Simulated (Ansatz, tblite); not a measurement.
Spin states of GeS₂⁻ (the lowest doublet isomer of a short search), each relaxed with PBE0-D4/def2-TZVPD in Ansatz. Electronic energies in the gas phase.

The 6-31G sets use Cartesian d functions. The xTB rows come from tblite. B3LYP takes the VWN-RPA correlation. Correlated methods freeze 19 core orbitals; core or outer-core shells of Ge are correlated, in sets that lack core-valence functions. In CCSD on the charge -1 quartet the largest single amplitude is 0.22, so its Hartree–Fock determinant may place the open shell otherwise than the density functionals do. The structure comes from a short search, and lower isomers may exist.

Doublet geometry (C2v within 0.1 Å):

```csv
atom,x (Å),y (Å),z (Å)
Ge1,0.033,0.231,0.533
S2,-0.321,1.628,-1.002
S3,0.288,-1.859,0.469
```

Quartet geometry (C2v within 0.1 Å):

```xyz
3

Ge   -0.2078    0.7247    0.5923
S    -1.0722    0.1747   -1.3658
S     1.2799   -0.8994    0.7735
```

⟨S²⟩: doublet 0.76 at PBE0-D4/def2-TZVPD (pure 0.75), quartet 3.76 at PBE0-D4/def2-TZVPD (pure 3.75).

Run but left out: HF/6-31G, HF/def2-TZVPD, HF/def2-TZVPPD, MP2/def2-TZVPD, MP2/def2-TZVPPD (quartet: a determinant that CCSD turns far, T1 0.046).

Only these spin states were relaxed.

```json
{"level": "GFN2-xTB", "quartet − doublet (kcal/mol)": "76.5", "lowest of these": "doublet", "remarks": "–"}
{"level": "r2SCAN-D4/def2-TZVPD", "quartet − doublet (kcal/mol)": "57.9", "lowest of these": "doublet", "remarks": "HOMO above zero (quartet)"}
{"level": "r2SCAN0-D4/def2-TZVPD", "quartet − doublet (kcal/mol)": "57.9", "lowest of these": "doublet", "remarks": "HOMO above zero (quartet)"}
{"level": "BHLYP-D4/def2-TZVPD", "quartet − doublet (kcal/mol)": "58.3", "lowest of these": "doublet", "remarks": "HOMO above zero (quartet)"}
{"level": "RPA@PBE/def2-TZVPD", "quartet − doublet (kcal/mol)": "56.9", "lowest of these": "doublet", "remarks": "–"}
{"level": "CCSD(T)/def2-TZVPPD", "quartet − doublet (kcal/mol)": "61.8", "lowest of these": "doublet", "remarks": "large T1 (0.046) (quartet)"}
```

**Question.** Estimate the rows for PBE-D4/def2-TZVPD, B3LYP-D4/6-31G, PBE0-D4/def2-TZVPD, ωB97M-V/def2-TZVPD, B2PLYP/def2-TZVPD, CCSD/def2-TZVPPD.

**Answer.** 
```csv
level,quartet − doublet (kcal/mol),lowest of these,remarks
PBE-D4/def2-TZVPD,58.5,doublet,HOMO above zero (quartet)
B3LYP-D4/6-31G,54.5,doublet,HOMO above zero (quartet)
PBE0-D4/def2-TZVPD,59.1,doublet,HOMO above zero (quartet)
ωB97M-V/def2-TZVPD,63.6,doublet,–
B2PLYP/def2-TZVPD,62.5,doublet,–
CCSD/def2-TZVPPD,60.0,doublet,large T1 (0.046) (quartet)
```

The xTB methods have no term that favours high spin, so they put low spin too low.
